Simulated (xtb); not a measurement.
H₃O₃Si (SMILES O[Si](O)O), doublet, at a GFN2-xTB geometry. Base run: GFN2-xTB (xtb 6.7.1).

The xtb input:
```
$ xtb mol.xyz --gfn 2 --uhf 1 --json

# file mol.xyz
7

O     -0.84317475    -0.87603590    -0.91455838
Si    -0.16941596    -0.08038194     0.34291190
O     -0.28508537     1.51773913    -0.03316397
O      1.37066024    -0.57947772     0.49097699
H     -1.58178239    -0.47345656    -1.36288875
H      0.23413609     2.15205276     0.45211068
H      1.78026866    -1.05105329    -0.23602572
```

Each row names what was changed in the base input (with any setting that the change needs).

```csv
change,ΔE vs base (mEh),dipole (D),G_solv (kcal/mol),SCF cycles
base,0.000,1.23,-,10
etemp = 1000,0.000,1.23,-,10
acc = 0.1,0.000,1.23,-,12
alpb = acetonitrile,-12.248,1.34,-8.49,11
alpb = dmf,-16.855,1.36,-11.94,11
acc = 30,0.000,1.23,-,8
```

ALPB and GBSA are two models with their own fitted parameters for each solvent, which aren't always the measured dielectric constant.
